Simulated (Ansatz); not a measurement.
An input meant for B7NH8³⁻, that is [closo-1-(NH2)B7H6]2- with one electron more (charge -3, doublet).

```yaml
crystal:
  periodic: [false, false, false]
  atoms:
    - {symbol: B, position_ang: [-0.480979, -1.378424, 0.500287]}
    - {symbol: B, position_ang: [-0.674702, 0.046611, 1.344988]}
    - {symbol: B, position_ang: [-0.574271, 0.177579, -0.476776]}
    - {symbol: B, position_ang: [1.253818, 0.439542, -0.505524]}
    - {symbol: B, position_ang: [0.403076, 1.167215, 0.727649]}
    - {symbol: B, position_ang: [1.039888, -0.520770, 1.034301]}
    - {symbol: B, position_ang: [0.692040, -1.126839, -0.661538]}
    - {symbol: H, position_ang: [-1.104350, -2.424065, 0.685975]}
    - {symbol: H, position_ang: [-1.463706, 0.240228, 2.271720]}
    - {symbol: N, position_ang: [-1.638996, 0.647723, -1.482215]}
    - {symbol: H, position_ang: [-1.865953, 1.630024, -1.285407]}
    - {symbol: H, position_ang: [-1.223072, 0.654803, -2.421448]}
    - {symbol: H, position_ang: [2.123967, 0.968757, -1.202202]}
    - {symbol: H, position_ang: [0.530837, 2.332796, 1.112076]}
    - {symbol: H, position_ang: [1.893971, -0.897091, 1.839686]}
    - {symbol: H, position_ang: [1.088433, -1.958099, -1.481541]}
basis:
  gaussian: {orbitals: def2-mTZVP}
total_charge: -3
magnetization: {spin_polarized: true, initial_magnetization: 1}
hamiltonian: {xc: {name: HF}}
correlation: {method: mp2, frozen_orbitals: {B: 0}}
scf: {lower_state_search: full}
output: {forces: true}
```

```sh
$ ansatz run in.yaml --threads 4 --pin off --events-out ev --progress --plain --max-ram 4787MiB
```

Output, abridged:

```
Functional definition: HF
Error: "frozen_orbitals" has no count for H
```

Task: Something in this input is off. What?

Result: Frozen orbitals are typed for one element alone, and the program wants a count for each (the count typed has to fit that element's core, too). The input was rejected before any iteration.
